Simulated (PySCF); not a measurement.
Mg(H)(SeH) (H2MgSe), SMILES [MgH][SeH]. Geometry: PBE-D3(BJ)/def2-TZVP.

Q: Give the equilibrium geometry at PBE-D3(BJ)/def2-TZVP (PySCF confirms it by a frequency run) as bond lengths and angles, and its point group. (Estimate from the structure and the level; the computed values follow.)

A: point group Cs.
Atoms: Mg1 H2 Se3 H4. Bond lengths (Å): Mg1–H2 1.704, Mg1–Se3 2.441, Se3–H4 1.484. Angles (°): H2–Mg1–Se3 179.3, Mg1–Se3–H4 88.4.
